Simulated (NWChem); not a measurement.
# SiCl₃, doublet; SMILES Cl[Si](Cl)Cl

```xyz
4

Cl     1.8825    -0.4649    -0.1507
Si     0.0000     0.0000     0.5446
Cl    -1.3438    -1.3978    -0.1507
Cl    -0.5386     1.8627    -0.1507
```
Atoms are numbered in this order, from 1.

All runs: NWChem. Spin-unrestricted. In the optimisation the excess spin sits in a (C3, its own frame). Structure relaxed at the PBE0/def2-SVP, spin-unrestricted level. No stability test was run on the SCF state. Level: PBE/def2-SVP with SMD (1 M gas to 1 M solution), gas-phase geometry. Reactions with the solvent are ignored.

Among these, which solvent gives the lowest value of “dipole in solution (D)”?
A. dimethyl sulfoxide
B. cyclohexanone
C. N,N-dimethylformamide
D. cyclohexane

D, cyclohexane. Values: cyclohexane 0.64; cyclohexanone 0.73; N,N-dimethylformamide 0.73; dimethyl sulfoxide 0.74
